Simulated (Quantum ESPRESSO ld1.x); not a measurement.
Q: Coherent X-ray form factor from a spherical all-electron density. All-electron calculation, scalar-relativistic Kohn-Sham, relativistic LDA (MacDonald-Vosko exchange, VWN5 correlation), spin-unpolarised, spherical densities, point nucleus. Program: ld1.x of Quantum ESPRESSO 7.5.

sin(theta)/lambda (1/angstrom),f0 (electrons)
0.05,55.314
0.1,53.398
0.15,50.612
0.2,47.399
0.25,44.140
0.3,41.082
0.4,35.892
0.5,31.767
0.6,28.329
0.8,22.897
1,19.183
1.25,16.203
1.5,13.984
2,10.121

The species is in the configuration that NIST lists as its ground one. Which atom or ion scatters so?

A: The praseodymium ion Pr3+, [Xe] 4f2. Extrapolating in s^2 from the first two rows gives f0(0) = 56.0, near the electron count 56; among species with that count, the fall with angle is slower the higher Z, and the table is that of Z = 59; from so few rows the species is fixed only to a neighbour or two.
